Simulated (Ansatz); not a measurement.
Born–Oppenheimer molecular dynamics of F2H4SSi (8 atoms, charge 0, multiplicity 1). It starts at the highest image of a converged band. Of that band: Neighbouring images differ by up to 1.7 eV, so the band resolves the path poorly. A vibrational analysis at the climbing image gives one clearly imaginary mode, 1101i cm⁻¹: a first-order saddle point.

Method: RKS BLYP/cc-pVDZ in Ansatz 0.2.0.

```yaml
ensemble: NVE (velocity Verlet)
time_step: 0.5 fs
steps_asked: 200
starting_velocities_drawn_for: 100 K
seed: 10096
```

First frame:

```xyz
8
Properties=species:S:1:pos:R:3
Si -0.489 0.478 -0.316
H -0.492 -1.239 -0.483
F -0.792 0.440 -1.958
F 0.351 1.916 -0.322
H -1.725 0.592 0.505
H 0.103 -1.248 0.364
S 0.975 -0.403 1.513
H 2.068 -0.536 0.696
```

Problem. How far do the bonds stretch over the last three quarters of this one trajectory? (Pairs bonded in most of those frames.)

Solution. 
```json
{"bond": "Si1–F3", "mean (Å)": "1.668", "spread (Å)": "0.023", "shortest": "1.63", "longest": "1.70"}
{"bond": "Si1–F4", "mean (Å)": "1.661", "spread (Å)": "0.023", "shortest": "1.63", "longest": "1.71"}
{"bond": "Si1–H5", "mean (Å)": "1.494", "spread (Å)": "0.024", "shortest": "1.46", "longest": "1.53"}
{"bond": "Si1–S7", "mean (Å)": "2.198", "spread (Å)": "0.097", "shortest": "2.05", "longest": "2.38"}
{"bond": "H2–H6", "mean (Å)": "0.770", "spread (Å)": "0.018", "shortest": "0.74", "longest": "0.80"}
{"bond": "S7–H8", "mean (Å)": "1.372", "spread (Å)": "0.001", "shortest": "1.37", "longest": "1.37"}
```

Mean temperature of the second half: 2244 K. The conserved energy stayed within 0.049 meV per atom of its start (net change 0.015 meV per atom), so the integration is sound. The kinetic energy rose, since the run started high on the potential surface and went downhill. It ends in pieces (F2H2SSi + H2), so much of that is their flight and rotation, not heat. A run of 0.1 ps of so small a system gives no equilibrium averages. The orbitals stay closed-shell, which can raise the energy where a bond breaks towards radicals; this wasn't checked here.

The run took 2.3 min on 2 threads of AMD EPYC 9R14 (Zen 4), on a shared host, peak memory 0.14 GiB.
